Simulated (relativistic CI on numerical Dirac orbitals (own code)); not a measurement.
Computed by Dirac-Coulomb-Breit CI, orbitals from a KLI potential per configuration, model QED (radiative potential, 1s self-energy scaled to tabulated hydrogen-like ionisation energies), unscaled Slater integrals (own radial code, finite nucleus).

The strongest absorption lines from the ground level of an ion, among the configurations computed and to levels below about 232 eV (vacuum wavelength in nm, gf): 5.7964 (0.43), 6.1934 (0.91), 11.709 (0.32), 11.922 (8.9), 11.980 (4.9), 12.409 (2.5), 12.638 (0.55), 15.035 (0.36).

(1) Which ion is it?
A. Te19+
B. Te17+
C. Te15+
D. Cd13+

Answers

(1) B. Te17+ has 35 electrons and the ground level 4s²4p⁵ ²P°3/2; the strongest line goes to 4s²4p⁴4d ²D5/2. The pattern of lines fixes the number of electrons, and along that sequence the line energies rise steadily with the charge (about as its square where n changes within one kind of shell, about linearly where n is kept but much faster in heavy ions where fine structure, which grows about as Z⁴, sets the gap, and irregularly where shells cross), which fixes Z. Configurations outside the model, such as inner-shell arrays, can give stronger lines. At this charge energies of transitions that change n are usually good to better than 1 %, and those within a shell (Δn = 0) to a few per cent.

LS names give the leading component of a level, which can be under half, so a name can repeat, a term be missing and a line seem to break the LS rules.
